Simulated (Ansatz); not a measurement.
Saddle point of AlNH6O2, closed shell (AlH₃O₂ ([OH][AlH][OH]) + NH₃ → AlNH₄O₂ ([NH2][Al]([OH])[OH]) + H₂; bonds formed: H2–H5; dative contacts that become bonds: Al1–N6; bonds broken: Al1–H2, H5–N6), PBE0-D4/def2-TZVP structure:

Al1  (0.289, 0.065, -0.277)
H2  (-0.244, -1.659, -0.146)
O3  (-0.281, 0.688, -1.750)
O4  (1.857, 0.189, 0.361)
H5  (-0.787, -1.120, 0.532)
N6  (-1.016, 0.139, 1.061)
H7  (0.207, 0.744, -2.567)
H8  (2.672, 0.168, -0.133)
H9  (-1.931, 0.529, 0.884)
H10  (-0.766, 0.257, 2.034)
(Å)

Energies are electronic, without zero-point energy. Barriers and step energies count from the start structure reached by relaxing down the imaginary mode; all methods use the PBE0-D4 structures, on which another method's saddle can fall below an end. Ansatz 0.2.0; basis: def2-TZVPP, with def2-QZVPP for the basis limit; cores frozen in the correlated methods. B3LYP uses VWN-RPA correlation. Extrapolation: Hartree–Fock as exp(−7.88 √X), correlation as X^−2.97.

```csv
method,barrier (kcal/mol),step energy (kcal/mol)
SPW92,?,15.87
PBE-D4,27.05,12.03
BLYP-D4,28.64,9.73
r2SCAN-D4,28.65,12.12
B97M-V,32.57,15.59
PBE0-D4,30.66,13.60
B3LYP-D4,31.39,11.34
r2SCAN0-D4,?,13.28
BHLYP-D4,35.79,13.25
CAM-B3LYP-D4,32.85,12.66
wB97X-V,33.78,13.15
wB97M-V,33.35,12.35
B2PLYP,32.53,11.54
PBE-QIDH,33.25,13.76
RPA on PBE,34.02,12.65
HF,?,13.82
MP2,32.88,11.22
CCSD,35.78,12.90
CCSD(T),34.23,12.60
```

Problem. Fill in the withheld barriers. (An estimate is asked for; the value comes from the calculation.)

Solution. By the calculation: HF 43.65; r2SCAN0-D4 31.53; SPW92 24.39 kcal/mol. Each is the energy of the saddle less that of the start structure, by the same method.

For comparison, the barrier by CCSD(T) at an estimated basis limit (MP2 extrapolated from triple and quadruple zeta, plus CCSD(T) − MP2 in triple zeta) is 33.90 kcal/mol.

T1 diagnostic: at most 0.013. The start structure is not quite a true minimum (one mode of 55i cm⁻¹).

The step is the kind of exchange with an N–H group that builds nitride films in atomic layer and chemical vapour deposition.

Labels in which every atom is bracketed show which atoms are joined, not bond orders.

For scale, one of the runs: CCSD(T)/def2-TZVPP, 219 basis functions, launched by `ansatz run in.yaml --threads 4 --pin off --events-out ev --progress --plain --max-ram 9574MiB`. Time: 59 s of wall clock on 4 CPU threads of an Arm Neoverse V2; the host was shared. Peak host memory: 3.4 GiB.
